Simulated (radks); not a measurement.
Values are calculated unless marked as measured or tabulated.
I+, 52 electrons, occupied as [Kr] 4d10 5s2 5p4.

Code: a radial shooting solver on a logarithmic mesh with Libxc functionals. Model: Dirac Kohn-Sham, PBE, spin-unpolarised, spherical densities, finite nucleus; open shells fill j = l - 1/2 first; Fermi nuclear charge, rms radius 4.75 fm.

Energy parts (eV):
| part | energy |
|---|---|
| total | -193701.765 |
| kinetic | 205302.255 |
| electron-nucleus | -470276.853 |
| Hartree | 76206.413 |
| exchange-correlation | -4933.580 |

Orbitals (lengths in bohr, moments of r in powers of bohr; r(max) is where P^2 peaks):
orbital  occ.  eigenvalue (eV)      <r>   r(max)  small-component weight
1s1/2       2        -32967.60  0.02722  0.01754                3.81e-02
2s1/2       2        -5099.878   0.1168  0.09925                8.15e-03
2p1/2       2        -4785.629  0.09846  0.07613                8.18e-03
2p3/2       4        -4486.899   0.1041  0.08093                7.76e-03
3s1/2       2        -1036.850   0.3138   0.2858                2.41e-03
3p1/2       2        -906.8993   0.3040   0.2723                2.35e-03
3p3/2       4        -850.6822   0.3155   0.2829                2.24e-03
3d3/2       4        -621.7145   0.2865   0.2300                2.12e-03
3d5/2       6        -609.8936   0.2901   0.2330                2.09e-03
4s1/2       2        -189.7634   0.7400   0.6809                6.89e-04
4p1/2       2        -144.4150   0.7727   0.6988                6.27e-04
4p3/2       4        -133.4690   0.8009   0.7231                5.92e-04
4d3/2       4         -60.5840   0.9139   0.7734                4.49e-04
4d5/2       6         -58.8685   0.9253   0.7820                4.40e-04
5s1/2       2         -26.1040    1.924    1.693                1.21e-04
5p1/2       2         -16.0322    2.263    1.930                8.64e-05
5p3/2       2         -14.8958    2.359    2.009                7.96e-05

The highest occupied level is 5p3/2 at -14.896 eV. The electron density at the nucleus is 2.49e+05 e/bohr^3. Summed over all electrons, <r^2> = 50.17 bohr^2, which gives a Langevin (diamagnetic) susceptibility term of -39.7 x 10^-6 cm^3/mol. The density falls to 0.001 e/bohr^3 at r = 4.18 bohr.
